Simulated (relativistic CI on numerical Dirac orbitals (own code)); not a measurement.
## Hyperfine structure of Xe V, mass number 131

Method of calculation: Dirac-Coulomb-Breit CI, KLI orbitals optimised for each configuration, a model potential for QED, valence Slater integrals scaled by 0.85, P86 correlation energy added to each configuration (own radial code, finite nucleus).

Configurations in the expansion (outside the closed core [Kr] 4d10): 5s²5p², 5s5p³, 5s²5p5d, 5p⁴, 5s5p²5d, 5s²5p5f, 5s²5p4f, 5s²5p6s, 5s²5p5g, 5s²5p6p, 5s5p²5f, 5s²4f5d, 5s5p²5g, 5s²5d², 5s5d³, 5s²4f², 5s4f²5d, 5p²5d², 5p5d³, 5p5d²5f, 5p4f5d², 5p5d²6s. Double excitations out of closed p, d and f shells are left out; levels of such configurations are missing from the list, as are those of other unlisted configurations, and high levels can miss mixing partners. These lack a partner that the ground configuration has and come out too high: 5s5p²5f, 5s5p²5g, 5s²5p5g, 5s²5p6p.

Nuclear spin I = 3/2, μ = 0.69185 μN, Q = -0.114 b (tables of Stone and Pyykkö). The electronic factors are computed for point nuclear moments, without core polarisation; leaving it out makes A of s and p electrons in near-neutral atoms 20 to 40 % too small, and it can dominate for d and f shells.

```
     Level  E (cm⁻¹)  A (MHz)  B (MHz)
5s²5p² ³P1    9105.6   -245.2     -168
5s²5p² ³P2   13884.0     1531     48.8
5s²5p² ¹D2   27872.2    936.8     -374
5s5p³ ⁵S°2   91584.4     4938    -2.31
5s5p³ ³D°1  118973.1    -3118     -230
5s5p³ ³D°2  119488.2     2891     -397
5s5p³ ³D°3  123459.3     4168     43.8
5s5p³ ³P°1  137935.4     5417      243
```

Levels with J = 0, under 50 % of one LS term, or S terms without an open s electron are left out. Small factors come from cancelling terms and can be off by tens of per cent or more.

At this charge configurations can still be misplaced by up to about 7 % of their energy. Levels and lines within the n = 5 or 6 shells can be off by up to 10 % or somewhat more, and those that change n by about 2 %, since core polarisation is missing. 37 of the 52 excited levels that our extract of the measured tables holds in this range could be paired (the sources list more); they are missed by 7532 cm⁻¹ on average and 13062 at most, and levels without a partner can miss by more.

(1) Give the hyperfine levels of 5s²5p² ³P2 relative to its centre of gravity.

Results:

(1) With K = F(F + 1) − I(I + 1) − J(J + 1), E = AK/2 + B[¾K(K + 1) − I(I + 1)J(J + 1)]/[2I(2I − 1)J(2J − 1)]: F = 1/2: -6846, F = 3/2: -4592, F = 5/2: -795.9, F = 7/2: 4605 MHz.

LS names give the leading component of a level, which can be under half, so a name can repeat, a term be missing and a line seem to break the LS rules.
